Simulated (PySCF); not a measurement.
# A search over the determinants of PbO⁺

Unrestricted PBE0; basis Pb cc-pVDZ-PP with ECP60, O cc-pVDZ; scalar-relativistic core potentials; PySCF 2.14. Outer shells of the fragments: Pb+ 5d10 6s2 6p1; O 2s2 2p4.

Followed along the bond (rough minima from three points):

```json
{"2Ms+1": "2", "unpaired": "π ↑", "⟨S²⟩ at the start": "0.76", "R at minimum (Å)": "2.11", "Te (eV)": "0.00"}
{"2Ms+1": "2", "unpaired": "σ ↑", "⟨S²⟩ at the start": "0.77", "R at minimum (Å)": "1.99", "Te (eV)": "0.56"}
{"2Ms+1": "4", "unpaired": "σ ↑, π ↑↑", "⟨S²⟩ at the start": "3.76", "R at minimum (Å)": "none in the scan", "Te (eV)": "≤ 2.91"}
```

Solutions found at the starting distance of 2.095 Å, counted from the lowest of them; the search is not exhaustive and high or unbound solutions are not listed, so other states can lie among these:

| 2Ms+1 | unpaired | term | E (eV) | ⟨S²⟩ | ⟨Lz²⟩ | μ (D) |
| --- | --- | --- | --- | --- | --- | --- |
| 2 | π ↑ | ²Π | 0.00 | 0.76 | 1.02 | -2.72 |
| 2 | σ ↑ | ²Σ⁺ | 0.66 | 0.77 | 0.00 | -3.65 |
| 4 | σ ↑, π ↑↑ | mixed | 3.32 | 3.76 | 2.01 | 0.14 |
| 4 | σ ↑, π ↑↑ | mixed | 3.47 | 3.76 | 2.00 | 0.13 |
| 4 | π ↑↑↑ | ⁴Π | 3.52 | 3.76 | 1.00 | 1.89 |
| 2 | σ ↑, π ↑↓ | mixed | 3.64 | 1.76 | 2.01 | 0.29 |

A term symbol is given only where ⟨S²⟩ and ⟨Lz²⟩ are close to those of a pure state; real π, δ and φ orbitals otherwise mix terms. A positive dipole points towards O; it is taken about the centre of mass and depends on that origin.

Question: Compare the gap between the two lowest followed solutions at the starting distance with the gap between their minima.

Answer: At PBE0 the second solution (doublet, unpaired electrons σ ↑) lies +0.66 eV from the first (doublet, unpaired electrons π ↑) at 2.095 Å and +0.56 eV at the minima; the two curves relax by different amounts, since their minima lie near 1.99 and 2.11 Å.

These are scalar-relativistic numbers at best; spin–orbit coupling would shift them, the dissociation energy most. Counting both spins, an empty level lies below a filled one in some of these solutions, because spin and occupation are held.
